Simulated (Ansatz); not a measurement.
Stepwise reaction of `O[SiH](Cl)[SiH2]Cl` with water, as a gas-phase model of exchange steps in deposition or etching. ΔE in kJ/mol.

Program: Ansatz. Geometries: PBE0-D4/def2-TZVP. ΔE: electronic, gas phase. CCSD(T)/CBS adds triple-zeta CCSD(T) − MP2 to the extrapolated MP2 energy (def2 sets, frozen cores). This one scheme is used for every species. Functionals use def2-TZVPP. B3LYP here is the variant with VWN-RPA as its local correlation; programs differ in this. One conformer a species, not always the lowest.

```json
{"step": "1", "reaction": "`O[SiH](Cl)[SiH2]Cl` + H₂O → `O[SiH](O)[SiH2]Cl` + HCl", "PBE-D4": "6.9", "B3LYP-D4": "-0.4", "ωB97M-V": "0.3", "CCSD(T)/CBS": "2.7"}
{"step": "2", "reaction": "`O[SiH](O)[SiH2]Cl` + H₂O → `O[SiH2][SiH](O)O` + HCl", "PBE-D4": "19.0", "B3LYP-D4": "13.4", "ωB97M-V": "14.1", "CCSD(T)/CBS": "16.9"}
```

By hand: ΔE of the 2 steps together at CCSD(T)/CBS.

(2.7) + (16.9) = 19.6 kJ/mol, or 9.8 kJ/mol a step.

In ΔE each step is higher than the one before. PBE-D4 differs from CCSD(T)/CBS by 2.1 to 4.2 kJ/mol a step. Only this route is followed, and other bonds may react first. Isolated molecules leave out the surface, adducts and barriers. Largest T1 diagnostic: 0.012.
